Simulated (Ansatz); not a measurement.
Program: Ansatz. Geometries: PBE0-D4/def2-TZVP. ΔE: electronic, gas phase. CCSD(T)/CBS adds triple-zeta CCSD(T) − MP2 to the extrapolated MP2 energy (def2 sets, frozen cores). This one scheme is used for every species. DFT in def2-TZVPP. B3LYP here is the variant with VWN-RPA as its local correlation; programs differ in this. Each species was taken in one conformer, which may not be the lowest.

`N[SiH2]S[SiH](N)F` + `N[Si](O)(Cl)Cl` → `N[SiH2]O[Si](N)(Cl)Cl` + `N[SiH](F)S`  (ligand exchange at the Si–S bond)

```
             level  ΔE (kJ/mol)  difference from CCSD(T)/CBS
            PBE-D4        -40.4                         16.4
         r2SCAN-D4        -51.1                          5.7
           PBE0-D4        -45.4                         11.4
          B3LYP-D4        -59.6                         -2.8
           ωB97X-V        -57.2                         -0.4
           ωB97M-V        -55.8                          1.0
            B2PLYP        -61.7                         -4.9
               PBE        -42.7                         14.1
            r2SCAN        -51.2                          5.6
              PBE0        -47.1                          9.7
             B3LYP        -63.7                         -6.9
     HF/def2-TZVPP        -79.8                        -23.0
    MP2/def2-TZVPP        -54.6                          2.2
SCS-MP2/def2-TZVPP        -61.3                         -4.5
   CCSD/def2-TZVPP        -62.7                         -5.9
CCSD(T)/def2-TZVPP        -58.2                         -1.4
     HF/def2-QZVPP        -82.5                        -25.7
    MP2/def2-QZVPP        -54.7                          2.1
SCS-MP2/def2-QZVPP        -61.3                         -4.5
      HF/CBS(def2)        -82.9                        -26.1
     MP2/CBS(def2)        -53.2                          3.6
    CCSD/CBS(def2)        -61.3                         -4.5
       CCSD(T)/CBS        -56.8                            0
```

Largest T1 diagnostic among the species: 0.011.

From PBE to PBE0 (25 % exact exchange), in def2-TZVPP and without D4, ΔE moves by −4.5 kJ/mol. In def2-TZVPP, CCSD(T) changes the Hartree–Fock value by +21.7 kJ/mol (the triples alone add +4.5 kJ/mol) and MP2 by +25.2 kJ/mol. The D4 term adds +4.1 kJ/mol with B3LYP and +1.7 kJ/mol with PBE0; it sums over pairs of atoms, weighted by their polarisabilities, and B3LYP, whose exchange is more repulsive, gets the larger term.
